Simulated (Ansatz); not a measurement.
Input for Ansatz (a program for electronic structure): U-B97M-V/def2-TZVPP on InC, 2S+1 = 4, a spin state set in the input, which need not be the lowest, a point of a bond scan (R = 2.209 Å). Elements past Kr take the def2 small-core potentials; no spin–orbit coupling.

Ansatz 0.2 input:
```yaml
crystal:
  periodic: [false, false, false]
  atoms:
    - {symbol: C, position_ang: [0.00000000, 0.00000000, 0.00000000]}
    - {symbol: In, position_ang: [0.00000000, 0.00000000, 2.20928500]}
basis:
  gaussian:
    orbitals: def2-TZVPP
    pivot_positions_ang: [[0.00000000, 0.00000000, 0.00000000], [0.00000000, 0.00000000, 2.20928500]]
hamiltonian:
  xc: {name: B97M-V}
magnetization: {spin_polarized: true, initial_magnetization: 3}
output: {forces: true, orbitals: {seedname: ./end}}
```

Output:

```
WARN ansatz: RAYON_NUM_THREADS=2 ignored (pool sized by the plan → 2); use --threads N
Functional definition: B97M-V
integrals: 0.02 GiB planned
568 factors; their error is unknown
mean field: 0.33 GiB planned
mean field evaluation 1: about -6201.1923 eV, gradient 2.7e1 eV
mean field evaluation 2: about -6157.0249 eV, gradient 6.5e1 eV
mean field evaluation 4: about -6206.3842 eV, gradient 3.6e0 eV
mean field evaluation 8: about -6206.4497 eV, gradient 3.8e-2 eV
mean field evaluation 16: about -6206.4476 eV, gradient 3.1e-5 eV
mean field -6206.44755660 eV, -228.0827408238 hartree, gradient 3.1e-5 eV, S^2 3.757905; 0 other end points of the search recorded, 0 dependent functions left out
the calculation of the forces begins
reference -6206.44761943 eV, -228.0827431327 hartree; 15, 12 occupied and 66, 69 virtual orbitals, 568 factors
Total energy: -6206.44761943 eV, -228.0827431327 hartree
Atom 0 at     0.000000     0.000000     0.000000 Å, force     0.000000     0.000000    -0.196899 eV/Å
Atom 1 at     0.000000     0.000000     2.209285 Å, force     0.000000    -0.000000     0.196899 eV/Å
Dipole moment:     0.000000    -0.000000     0.560701 e Å
```

The run converged.

Cost: around 4 core-seconds (rough).
